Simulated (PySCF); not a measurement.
**Orbital levels and atomic charges**

System: C29H23B (heteroacene and heterole-fused PAH), SMILES Cc1cc(C)c(B2c3ccccc3-c3c2ccc2ccc4ccccc4c32)c(C)c1.

Cartesian coordinates (Å):
```
  1 C    -6.736   -0.329   -1.023
  2 C    -5.297   -0.123   -0.656
  3 C    -4.946    0.526    0.519
  4 C    -3.619    0.706    0.876
  5 C    -3.263    1.382    2.169
  6 C    -2.598    0.234    0.046
  7 B    -1.095    0.439    0.386
  8 C    -0.199    1.697    0.152
  9 C    -0.491    3.035   -0.047
 10 C     0.529    3.980   -0.045
 11 C     1.836    3.584    0.175
 12 C     2.158    2.241    0.340
 13 C     1.151    1.296    0.285
 14 C     1.224   -0.157    0.528
 15 C    -0.062   -0.642    0.832
 16 C    -0.216   -1.924    1.353
 17 C     0.898   -2.683    1.631
 18 C     2.170   -2.260    1.223
 19 C     3.320   -3.057    1.491
 20 C     4.548   -2.690    1.058
 21 C     4.706   -1.571    0.190
 22 C     5.937   -1.307   -0.430
 23 C     6.045   -0.334   -1.392
 24 C     4.910    0.375   -1.787
 25 C     3.705    0.159   -1.164
 26 C     3.584   -0.770   -0.121
 27 C     2.329   -1.020    0.545
 28 C    -2.949   -0.432   -1.135
 29 C    -1.867   -0.959   -2.034
 30 C    -4.281   -0.600   -1.472
 31 H    -6.856   -0.376   -2.104
 32 H    -7.098   -1.268   -0.602
 33 H    -7.356    0.476   -0.635
 34 H    -5.725    0.901    1.170
 35 H    -2.763    0.678    2.834
 36 H    -2.576    2.209    1.996
 37 H    -4.152    1.758    2.670
 38 H    -1.518    3.348   -0.180
 39 H     0.301    5.027   -0.185
 40 H     2.622    4.324    0.222
 41 H     3.185    1.958    0.520
 42 H    -1.205   -2.292    1.588
 43 H     0.806   -3.633    2.139
 44 H     3.182   -3.962    2.065
 45 H     5.422   -3.281    1.295
 46 H     6.794   -1.907   -0.160
 47 H     6.994   -0.139   -1.870
 48 H     4.977    1.089   -2.594
 49 H     2.828    0.686   -1.504
 50 H    -1.323   -1.760   -1.535
 51 H    -1.150   -0.173   -2.271
 52 H    -2.284   -1.347   -2.960
 53 H    -4.536   -1.110   -2.392
```

Method: PBE0/6-31G*, gas phase, PySCF, fitting set def2-universal-JFIT up to Ne and JKFIT beyond, grid level 1.

**Question.** Give the orbital energies near the gap.

**Answer.** 
```tsv
orbital	eV
HOMO-4	-6.91
HOMO-3	-6.42
HOMO-2	-6.21
HOMO-1	-6.17
HOMO	-5.70
LUMO	-2.17
LUMO+1	-1.09
LUMO+2	-0.59
LUMO+3	0.21
```

**Question.** Give the partial charges of the non-hydrogen atoms.

**Answer.** 
```csv
atom,Mulliken,IAO,Hirshfeld
C1,-0.60,-0.43,-0.10
C2,0.14,0.02,0.01
C3,-0.24,-0.18,-0.07
C4,0.06,0.03,0.01
C5,-0.62,-0.43,-0.10
C6,-0.01,-0.15,-0.08
B7,0.23,0.23,0.16
C8,-0.03,-0.13,-0.08
C9,-0.24,-0.12,-0.03
C10,-0.15,-0.15,-0.05
C11,-0.18,-0.13,-0.04
C12,-0.18,-0.15,-0.05
C13,0.03,0.02,0.01
C14,-0.07,0.02,0.01
C15,-0.04,-0.13,-0.07
C16,-0.24,-0.12,-0.04
C17,-0.20,-0.15,-0.05
C18,0.11,0.01,0.01
C19,-0.22,-0.15,-0.05
C20,-0.20,-0.14,-0.04
C21,0.09,0.00,0.00
C22,-0.23,-0.15,-0.05
C23,-0.17,-0.15,-0.05
C24,-0.18,-0.15,-0.05
C25,-0.21,-0.14,-0.04
C26,0.05,-0.01,0.00
C27,0.02,-0.01,0.00
C28,0.05,0.03,0.01
C29,-0.62,-0.43,-0.10
C30,-0.24,-0.17,-0.07
```
